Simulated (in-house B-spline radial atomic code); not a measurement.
A calculation on the zinc ion Zn⁶⁺ (an excited or competing configuration): its settings, and results tabulated from the run. Method: non-relativistic TPSSh, spin-polarised, spherical fractional occupations, exact exchange averaged over the configuration, point nucleus. Calculated with a radial B-spline atomic code at the basis-set limit.

Command:
```bash
python run_scf.py task.json out
```
Settings:
```
Z                30
configuration    [Ne] 3s2 3p5 3d6 4d1
hamiltonian      nr
method           tpssh
spin_polarised   True
exact_exchange   averaged over the configuration
```

Output (hartree, bohr):
```
 radial grid: 47 intervals, B-splines of order 8, outer radius 15.5224 bohr

 iter        energy (Eh)    residual
    1       -1762.034886    4.53e-02
    2       -1762.037384    1.20e-03
    3       -1762.037401    4.58e-04
    4       -1762.037403    2.02e-04
    5       -1762.037404    3.29e-05
    6       -1762.037404    1.15e-05
    7       -1762.037404    1.44e-06
    8       -1762.037404    2.81e-08

 total energy                     -1762.03740
 kinetic                            1761.0503
 electron-nucleus                  -4097.0647
 Hartree                             640.4391
 exact exchange                       -6.3940
 exchange-correlation                -60.0681

 orbital      occ     eigenvalue          <r>       <r^2>       <1/r>     <1/r^3>     <1/r^2>       r_max
 1s up      1.000      -352.4439    0.0510794  0.00349589     29.5181           -     1752.18     0.03371
 1s down    1.000      -352.4159    0.0510764  0.00349544     29.5194           -     1752.29     0.03371
 2s up      1.000       -47.5074     0.229464   0.0620394     6.44298           -     169.604      0.1922
 2s down    1.000       -47.3520     0.228975   0.0617474     6.45616           -     170.229      0.1921
 2p up      3.000       -42.4604      0.19968   0.0488173     6.39974      754.77      55.967      0.1534
 2p down    3.000       -42.3148     0.199235   0.0485677     6.41009      757.34      56.119      0.1533
 3s up      1.000        -9.8252     0.657181    0.494318     2.15538           -      28.491      0.5837
 3s down    1.000        -9.4462     0.662117    0.502007     2.13374           -     27.8391      0.5855
 3p up      3.000        -8.1755      0.66568    0.515113     2.05486     111.661     9.14256      0.5781
 3p down    2.000        -7.8043     0.672473    0.526219     2.03158     108.738     8.93649      0.5806
 3d up      5.000        -5.3625      0.67227    0.544863     1.84297     13.8674     4.35796      0.5195
 3d down    1.000        -5.0223     0.685588    0.569501     1.81786      13.541     4.26584      0.5233
 4d up      1.000        -2.0377      2.01164      4.5952    0.653136     2.22021     0.80543        1.87
```

Run time, properties included: 0.32 s on 1 thread of Arm Neoverse N1, on a shared host.
